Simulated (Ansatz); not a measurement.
Ideal-gas functions of ClH₄NO₂Sn (`[NH2][Sn]([OH])([OH])[Cl]`) at 500 K and 1 bar, from an Ansatz frequency run at PBE0-D4/def2-TZVP.

Molar mass 204.2 g/mol, point group Cs (symmetry number 1), electronic degeneracy 1, moments of inertia 177.184, 288.041, 298.879 u Å². Harmonic wavenumbers (cm⁻¹, unscaled): 70, 116, 137, 159, 175, 181, 222, 239, 361, 524, 640, 657, 672, 846, 882, 886, 1562, 3556, 3657, 3884, 3886.

Use S(trans) = R[1.5 ln M + 2.5 ln T − 1.1517]; rotational temperatures θ = 24.2544 K / I; S(rot) = R[ln(√π/σ · √(T³/θAθBθC)) + 1.5]; for each mode x = 1.438777 ν̃/T, S = R[x/(eˣ − 1) − ln(1 − e⁻ˣ)] and H = RT x/(eˣ − 1); 1 cm⁻¹ = 0.0119627 kJ/mol; R = 8.31446 J/(mol·K).

By hand: the entropy, in J/(mol·K).

Translation 185.9. Rotation: θ = 0.1369, 0.0842, 0.0812 K, giving 123.7. Vibration, mode by mode: 21.65, 17.48, 16.11, 14.89, 14.11, 13.83, 12.18, 11.59, 8.36, 5.65, 4.32, 4.16, 4.02, 2.71, 2.50, 2.47, 0.52, 0.00, 0.00, 0.00, 0.00, in all 156.5. Electronic 0.0. Sum 466.1 J/(mol·K).

By hand: H − E and G − E in kJ/mol, counted from the electronic energy.

Zero-point energy ½ × 23312 × 0.0119627 = 139.4; thermal vibration 37.5; translation, rotation and pV give 4 RT = 16.6. H − E = 193.5 kJ/mol, and G − E = 193.5 − 500 × 466.1/1000 = -39.6 kJ/mol.

Vibration gives 34 % of the entropy, 55.2 J/(mol·K) of it from the modes under 150 cm⁻¹: soft modes count most, and the harmonic formula is weakest for them. The sum counts one conformer and one mirror image; others add a mixing term.
